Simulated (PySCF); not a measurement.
**Spin-rotation constants: SMILES Fc1c[nH]c([SiH3])[nH+]1, [C3H6FN2Si]+, charge +1**

Molfile (atoms numbered from 1):
```
C3H6FN2Si
     RDKit          3D

 13 13  0  0  0  0  0  0  0  0999 V2000
   -2.7814   -1.4370   -0.4196 F   0  0  0  0  0  0  0  0  0  0  0  0
   -1.7990   -0.6107   -0.1886 C   0  0  0  0  0  0  0  0  0  0  0  0
   -1.7950    0.7082    0.1547 C   0  0  0  0  0  0  0  0  0  0  0  0
   -0.4761    1.0459    0.2638 N   0  0  0  0  0  0  0  0  0  0  0  0
    0.3124    0.0037    0.0054 C   0  0  0  0  0  0  0  0  0  0  0  0
    2.2518   -0.0189    0.0288 Si  0  0  0  0  0  4  0  0  0  0  0  0
   -0.5005   -1.0239   -0.2751 N   0  0  0  0  0  0  0  0  0  0  0  0
   -2.6060    1.3883    0.3184 H   0  0  0  0  0  0  0  0  0  0  0  0
   -0.1419    1.9680    0.5088 H   0  0  0  0  0  0  0  0  0  0  0  0
    2.6026   -0.3991   -1.3330 H   0  0  0  0  0  0  0  0  0  0  0  0
    2.5716    1.3558    0.3913 H   0  0  0  0  0  0  0  0  0  0  0  0
    2.5663   -1.0172    1.0421 H   0  0  0  0  0  0  0  0  0  0  0  0
   -0.2091   -1.9626   -0.5147 H   0  0  0  0  0  0  0  0  0  0  0  0
  1  2  1  0
  2  3  2  0
  3  4  1  0
  4  5  1  0
  5  6  1  0
  5  7  2  0
  7  2  1  0
  3  8  1  0
  4  9  1  0
  6 10  1  0
  6 11  1  0
  6 12  1  0
  7 13  1  0
M  CHG  1   7   1
M  END
```

Method: GIAO BHandHLYP/pcSseg-1 magnetisability, rotational g tensor and spin-rotation constants, non-relativistic, gas phase (PySCF 2.14.0). Geometry: GFN2-xTB.

For an ion the centre-of-mass motion in the field is neglected.

Give the nuclear spin-rotation constants along the inertial axes (H = +C I·J) beside the isotropic shieldings.

Rotational constants 6.0956, 1.2463, 1.0478 GHz. A star marks the isotopologue with that one atom substituted, in its own axes.
| atom | isotope | Caa (kHz) | Cbb (kHz) | Ccc (kHz) | mean (kHz) | σ (ppm) |
| --- | --- | --- | --- | --- | --- | --- |
| F1 | 19F | 6.474 | 1.442 | 0.265 | 2.727 | 324.4 |
| N4 | 14N | 0.862 | 0.185 | 0.053 | 0.367 | 63.1 |
| N7 | 14N | 0.704 | 0.198 | 0.059 | 0.320 | 70.8 |
| H8 | 1H | -0.265 | 0.010 | -0.134 | -0.130 | 24.3 |
| H9 | 1H | -0.397 | 0.049 | -0.137 | -0.162 | 22.1 |
| H10 | 1H | -0.614 | -0.094 | -0.016 | -0.241 | 27.1 |
| H11 | 1H | -0.454 | -0.005 | -0.123 | -0.194 | 27.3 |
| H12 | 1H | -0.614 | -0.094 | -0.016 | -0.241 | 27.1 |
| H13 | 1H | -0.711 | 0.114 | -0.141 | -0.246 | 22.1 |
| C2 | 13C* | 2.929 | 0.423 | 0.250 | 1.201 | 24.7 |
| C3 | 13C* | 2.287 | 0.398 | 0.142 | 0.942 | 75.0 |
| C5 | 13C* | 2.518 | 0.591 | 0.153 | 1.087 | 31.6 |
| Si6 | 29Si* | -3.233 | -0.656 | -0.557 | -1.482 | 429.2 |

For the geometry as given, no vibrational averaging.

How do the rotational constants and the g tensor change when H8, H9, H10, H11, H12, H13 are replaced by deuterium?

Constants 4.9765, 1.1550, 0.9590 GHz; g -0.0275, -0.0120, 0.0134, against -0.0335, -0.0128, 0.0148 before.
